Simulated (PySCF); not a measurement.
CH3F3OSi.

```xyz
9

O     -2.2634     0.3495    -0.0358
C     -1.3389    -0.6993     0.1375
Si     0.4056    -0.0737    -0.0228
F      0.8327     0.2708    -1.5272
F      1.4909    -1.1032     0.5554
F      0.5170     1.2888     0.8248
H     -2.1082     1.0078     0.6510
H     -1.4603    -1.2370     1.0999
H     -1.5335    -1.4475    -0.6480
```

The structure is a stationary point at PBE0-D3(BJ)/def2-SVP. One conformer was computed; it need not be the lowest.

Level of theory: PySCF with PBE/pcSseg-1. Non-relativistic, no solvent.

Give the absolute GIAO shielding of each atom: isotropic value and principal components (ppm). (The exact figures need the calculation; the answer reports its results.)


| atom | σ(iso) | σ11 | σ22 | σ33 | span |
|---|---|---|---|---|---|
| O1 | 337.8 | 294.0 | 304.2 | 415.3 | 121.4 |
| C2 | 128.6 | 95.6 | 111.2 | 179.1 | 83.6 |
| Si3 | 391.1 | 354.5 | 404.2 | 414.5 | 60.0 |
| F4 | 306.9 | 249.9 | 272.1 | 398.8 | 148.9 |
| F5 | 303.6 | 244.6 | 275.8 | 390.5 | 145.8 |
| F6 | 310.7 | 239.1 | 298.6 | 394.2 | 155.1 |
| H7 | 31.9 | 22.3 | 30.5 | 42.9 | 20.6 |
| H8 | 27.4 | 22.8 | 27.0 | 32.5 | 9.7 |
| H9 | 27.5 | 24.0 | 26.9 | 31.6 | 7.6 |
